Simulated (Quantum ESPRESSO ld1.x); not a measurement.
Problem. Radial electron density D(r) = 4 pi r^2 rho(r) of an atom or ion with 38 electrons. Method: Dirac Kohn-Sham, PW86 exchange with PBE correlation, spin-unpolarised, spherical densities, point nucleus; computed with ld1.x of Quantum ESPRESSO 7.5.

```
   r/bohr * D(r) (the largest magnitude, 61.6, reaches the edge; | marks zero)
 0.001887 | *
 0.002179 |  *
 0.002496 |  *
  0.00286 |   *
 0.003277 |    *
 0.003754 |     *
 0.004301 |       *
 0.004928 |         *
 0.005646 |           *
  0.00652 |              *
  0.00747 |                 *
 0.008558 |                    *
 0.009805 |                       *
  0.01123 |                           *
  0.01287 |                               *
  0.01474 |                                   *
  0.01689 |                                       *
  0.01951 |                                          *
  0.02235 |                                            *
  0.02561 |                                            *
  0.02934 |                                            *
  0.03361 |                                          *
  0.03851 |                                        *
  0.04412 |                                      *
  0.05055 |                                     *
  0.05837 |                                     *
  0.06688 |                                        *
  0.07662 |                                            *
  0.08778 |                                                *
   0.1006 |                                                    *
   0.1152 |                                                      *
    0.132 |                                                    *
   0.1512 |                                               *
   0.1747 |                                        *
   0.2001 |                                   *
   0.2293 |                                *
   0.2627 |                                 *
   0.3009 |                                     *
   0.3448 |                                        *
    0.395 |                                       *
   0.4525 |                                   *
   0.5226 |                           *
   0.5988 |                   *
    0.686 |            *
   0.7859 |         *
   0.9004 |        *
    1.032 |       *
    1.182 |       *
    1.354 |      *
    1.564 |    *
    1.792 |   *
    2.053 | *
    2.352 |*
    2.694 |*
    3.087 *
    3.536 *
    4.052 *
    4.679 *
    5.361 *
    6.142 *
    7.037 *
```

What is the nuclear charge?

Solution. Z = 40. The innermost maximum, from 1s, lies near gamma/Z bohr with gamma = sqrt(1 - (Z/c)^2) = 0.956, here 0.0239 bohr (found: 0.0260), and its height grows with Z. The density is that of the zirconium ion Zr2+ in [Kr] 4d2; the configuration itself is not fixed sharply by these data, and Z only to a few units. D(r) has 3 maxima, at r = 0.0260, 0.115, 0.368 bohr, and minima at 0.0530, 0.235 bohr, inside which lie 2.07, 11.06 electrons.
